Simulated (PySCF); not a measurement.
Löwdin shares of the frontier orbitals

C4H11NSi.
Cartesian coordinates in Å at the GFN2-xTB level; atoms count from 1:
```
atom  x, y, z in Å
C1     2.2113   -0.1398    0.0526
N2     0.7963    0.0491   -0.0822
C3    -0.0115   -1.1502   -0.0100
C4    -1.4211   -0.7657   -0.4490
C5    -1.7491    0.5913    0.1715
Si6   -0.0825    1.5022    0.1531
H7     2.5836   -0.8137   -0.7262
H8     2.7105    0.8210   -0.0474
H9     2.4749   -0.5712    1.0267
H10   -0.0204   -1.5561    1.0131
H11    0.4121   -1.9190   -0.6674
H12   -1.4317   -0.6714   -1.5364
H13   -2.1413   -1.5355   -0.1657
H14   -2.5445    1.0903   -0.3761
H15   -2.1016    0.4601    1.1945
H16    0.1703    2.2107    1.4172
H17    0.1376    2.4099   -0.9782
```

Computed, not measured: TDDFT wB97X-D/def2-SVPD, vertical, gas phase, core orbitals frozen in the response (PySCF 2.14.0, density-fitted response routines).

Frontier orbitals with the atoms that hold most of them (Löwdin shares over 4%, at most four atoms; ? is withheld):

```tsv
orbital	ε (eV)	atoms
LUMO+2	2.92	Si6 33%, C4 9%, H16 8%, H17 8%
LUMO+1	2.29	Si6 31%, C5 12%, H17 8%, H16 7%
LUMO	2.24	?
HOMO	-7.97	N2 53%, C3 9%, C1 8%, Si6 8%
HOMO-1	-10.18	?
HOMO-2	-11.02	Si6 18%, C5 14%, C4 13%, H17 12%
HOMO-3	-11.43	C3 24%, C4 18%, C5 13%, N2 12%
```

(1) Give the leading atoms of the HOMO-1.

(2) Which atoms hold the LUMO, and with what shares?

(3) The HOMO–LUMO gap is 10.21 eV. Where does the response calculation put the lowest singlet, and from which orbitals?

(4) One configuration dominates each of S1 and S2. Which, and how do the shares of the two leading atoms of either orbital change from the occupied to the empty one?

## Answers

(1) C5 (bonded to C, Si and 2 H) 35%; Si6 (bonded to C, N and 2 H) 22%; C4 (bonded to 2 C and 2 H) 11%; H13 (bonded to C) 6%. By element: carbon 46% or more, silicon 22%, hydrogen 6% or more.

(2) Si6 (bonded to C, N and 2 H) 25%; C1 (bonded to N and 3 H) 18%; H16 (bonded to Si) 9%; H8 (bonded to C) 8%. By element: silicon 25%, carbon 18% or more, hydrogen 17% or more.

(3) S1 is at 5.74 eV (f = 0.0046), 4.48 eV below the gap, made of HOMO→LUMO (86%), HOMO→LUMO+1 (8%). 

(4) 
- S1 (5.74 eV, f 0.0046), HOMO→LUMO (86%): N2 53% → at most 9%, C3 9% → at most 9%, Si6 8% → 25%, C1 8% → 18%
- S2 (6.13 eV, f 0.021), HOMO→LUMO+1 (75%): N2 53% → at most 8%, C3 9% → at most 8%, Si6 8% → 31%, C5 at most 8% → 12%

Löwdin shares depend on the basis, the more so with diffuse functions.

One conformer stands for the species.
